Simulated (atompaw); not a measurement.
## Before and after: PAW (atompaw) potential for copper

- Element: copper
- Generator: atompaw 4.2.0.5
- Type: PAW
- Functional: PBEsol
- Relativity: scalar-relativistic
- Frozen core: [Ar]
- Valence charge: 11
- Reference configuration: 3d10 4s0 4p0 (charge +1)
- Partial waves: 4s (bound, empty): rc 1.95 bohr; 4s channel at 0.2 Ry: rc 2.70 bohr; 4p (bound, empty): rc 2.70 bohr; 4p channel at 0.2 Ry: rc 2.70 bohr; 3d (bound): rc 0.80 bohr; 3d channel at 0.95 Ry: rc 0.80 bohr
- Local potential: troulliermartins scheme with l = 3 at 0 Ry, radius 1.80 bohr
- Core correction: smooth core density matched at 2.10 bohr
- Augmentation charge: sinc compensation charge, radius 2.25 bohr; PAW radius 2.70 bohr; waves and projectors: custom rrkj gramschmidtortho

All-electron outer shells of the reference configuration (PBEsol, scalar-relativistic, ld1.x):

```json
{"shell": "3p", "level (eV)": "-80.61", "outermost node (bohr)": "0.26", "outermost maximum (bohr)": "0.62"}
{"shell": "3d", "level (eV)": "-13.64", "outermost node (bohr)": "–", "outermost maximum (bohr)": "0.60"}
{"shell": "4s", "level (eV)": "-11.77", "outermost node (bohr)": "0.89", "outermost maximum (bohr)": "2.13"}
{"shell": "4p", "level (eV)": "-6.39", "outermost node (bohr)": "0.97", "outermost maximum (bohr)": "2.77"}
```

Change: local potential troulliermartins scheme with l = 3 at 0 Ry, radius 2.20 bohr.

Cutoffs: the cutoffs (Ry, on a coarse ladder) from which the occupation-weighted sum of valence levels, in a spherical-Bessel basis at the reference potential, stays within 10 and 1 mRy of its value at 400 Ry; they do not see the model core or the augmentation charge, which bear on the density cutoff.

Task: What does the change do?

Result: The potential gets neither clearly harder nor softer (230 Ry and 300 Ry → 230 Ry and 300 Ry); the bound ghost in s disappears; the range in which the s phases agree narrows (upper end 2.9 → 1.9). A state that the projectors do not describe sees the local part alone, so a deeper or shallower local part can create or remove a ghost.

```tsv
quantity	base	changed
cutoff, loose	230 Ry	230 Ry
cutoff, tight	300 Ry	300 Ry
bound ghosts	s	none
s: phases at 2.71 bohr within 0.05 rad from the reference energy up to (Ry; the scan ends near 5)	2.9	1.9
p: phases at 2.71 bohr within 0.05 rad from the reference energy up to (Ry; the scan ends near 5)	3.0	3.2
d: phases at 2.71 bohr within 0.05 rad from the reference energy up to (Ry; the scan ends near 5)	to the end of the scan	to the end of the scan
lowest overlap eigenvalue by channel	s 0.06, p 0.53, d 0.97	s 0.08, p 0.63, d 0.91
```

 A true bound ghost makes a file unfit for plane-wave use even where its test errors are small: the radial tests pick states by their node count and pass the ghost by. The cutoffs see the waves, projectors and local potential, not the compensation charge or the core.
